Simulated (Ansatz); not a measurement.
Consider the redistribution: `OCO[SiH2]S` + `O[SiH2]CC[SiH3]` → `O[SiH2]C[SiH2]S` + `OCOC[SiH3]`.

Program: Ansatz. Geometries: PBE0-D4/def2-TZVP. ΔE: electronic, gas phase. CCSD(T)/CBS is the MP2 limit (def2-TZVPP, def2-QZVPP) plus CCSD(T) − MP2 in def2-TZVPP, frozen cores. DFT in def2-TZVPP. Each species was taken in one conformer, which may not be the lowest.

| species | PBE-D4 energy (Eh) |
| --- | --- |
| `OCO[SiH2]S` | -879.48834 |
| `O[SiH2]CC[SiH3]` | -736.06798 |
| `O[SiH2]C[SiH2]S` | -1094.88123 |
| `OCOC[SiH3]` | -520.62802 |

(1) Work out ΔE.

Largest T1 diagnostic among the species: 0.012.

## Answers

(1) ΔE = (-1094.88123) + (-520.62802) − (-879.48834) − (-736.06798) = 0.04707 Eh = +29.5 kcal/mol. CCSD(T)/CBS gives +32.3 kcal/mol.

The D4 term adds +1.8 kcal/mol with B3LYP and +1.0 kcal/mol with PBE0; it sums over pairs of atoms, weighted by their polarisabilities, and B3LYP, whose exchange is more repulsive, gets the larger term. From PBE to PBE0 (25 % exact exchange), in def2-TZVPP and without D4, ΔE moves by +1.3 kcal/mol.

B3LYP here is the variant with VWN-RPA as its local correlation; programs differ in this.
